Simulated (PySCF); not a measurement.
Mapped SMILES: `[CH3:1][C:2]#[C:3][C@@H:4]([SiH3:5])/[C:6]([F:7])=[CH:8]\[F:9]`. Hydrogens are named by the atom that carries them.

Computational details: PBE0/pcSseg-1 with gauge-including orbitals, structure optimised with GFN2-xTB, in PySCF (no solvent model, equivalent nuclei averaged, single conformer, non-relativistic Hamiltonian).

List the cross peaks expected in HSQC, COSY and HMBC spectra.

## Answers



HSQC (one-bond C–H):
| δH | δC |
| --- | --- |
| 7.47 (H(C8)) | 149.7 (C8) |
| 3.02 (H(C4)) | 19.0 (C4) |
| 2.05 (H(C1)) | 4.9 (C1) |

COSY cross peaks (H two or three bonds apart, from the bond graph; peaks can be absent where the dihedral angle is near 90°):
| δH | δH |
| --- | --- |
| 4.08 (H(Si5)) | 3.02 (H(C4)) |

HMBC (two and three bonds, from the bond graph):
| δH | δC |
| --- | --- |
| 7.47 (H(C8)) | 163.9 (C6), 19.0 (C4) |
| 4.08 (H(Si5)) | 163.9 (C6), 77.9 (C3), 19.0 (C4) |
| 3.02 (H(C4)) | 163.9 (C6), 149.7 (C8), 88.1 (C2), 77.9 (C3) |
| 2.05 (H(C1)) | 88.1 (C2), 77.9 (C3) |

Scale: ¹H and ¹³C against TMS (reference shieldings calculated alike).

Shifts are as computed. Against solution values, carbons near 30 ppm lie about +3 ppm off and those near 130 ppm about +5 ppm. Of 1211 compounds with measured shifts, 218 miss one by over three times the rms of a fit or turn the order of signals round; such compounds aren't used in these exercises.
